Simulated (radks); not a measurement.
These are the eigenvalues of the occupied orbitals of an atom or ion with whole-number occupations (eV). All-electron calculation, Dirac Kohn-Sham, PBE, spin-unpolarised, spherical densities, point nucleus. Program: a radial shooting solver on a logarithmic mesh with Libxc functionals.

| orbital | eigenvalue |
|---|---|
| 1s1/2 | -3134.154 |
| 2s1/2 | -310.8226 |
| 2p1/2 | -245.2431 |
| 2p3/2 | -243.0067 |
| 3s1/2 | -36.6856 |
| 3p1/2 | -22.2419 |
| 3p3/2 | -22.0435 |

Which element is it, and in what charge state? The configuration may be excited. Open shells, if any, fill j = l - 1/2 first.

Answer. Z = 18, argon, charge +1: Ar+ in [Ne] 3s2 3p5. The list shows which subshells hold electrons but not how many an open one holds; the 1s level, -115.18 hartree, gives Z - s = 15.2 by -(Z - s)^2/2, which with screening and relativity narrows Z to a few neighbours, and the depths of the outer levels then fix element, charge and occupations together.
